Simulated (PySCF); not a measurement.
Br2GaH2N. Atoms are numbered in the order given.

```xyz
6

Ga     0.0000     0.0000    -0.5689
Br     0.0000     1.9881     0.5731
Br     0.0000    -1.9881     0.5731
N      0.0000     0.0000    -2.3745
H      0.0000    -0.8551    -2.9312
H      0.0000     0.8551    -2.9312
```
Charge 0, spin multiplicity 1.

Geometry optimised at PBE-D3(BJ)/def2-SVP. The geometry has at least one imaginary mode, so it is a saddle point at that level. The structure was generated by enumeration; whether it is a known compound was not checked. Other conformers were not sampled.

Method: PBE-D3(BJ)/def2-SVP (PySCF).

Frequencies are harmonic and unscaled.

```
mode  ν (cm⁻¹)  IR (km/mol)  moving atoms (share of kinetic energy)
----  --------  -----------  --------------------------------------
1         115i        139.6                 H 47 %, N 38 %, Ga 13 %
2           83          2.0                        Br 69 %, Ga 25 %
3          132          2.0                 N 57 %, H 25 %, Br 13 %
4          155         19.1                         Ga 43 %, H 41 %
5          260          8.2                        Br 66 %, Ga 27 %
6          333         53.8                        Ga 61 %, Br 38 %
7          372          0.0                                 H 100 %
8          706         76.5                          H 80 %, N 18 %
9          720         53.3                 N 68 %, Ga 19 %, H 12 %
10        1441         20.6                          H 89 %, N 11 %
11        3514         49.3                                  H 96 %
12        3634         46.5                           H 91 %, N 9 %
```
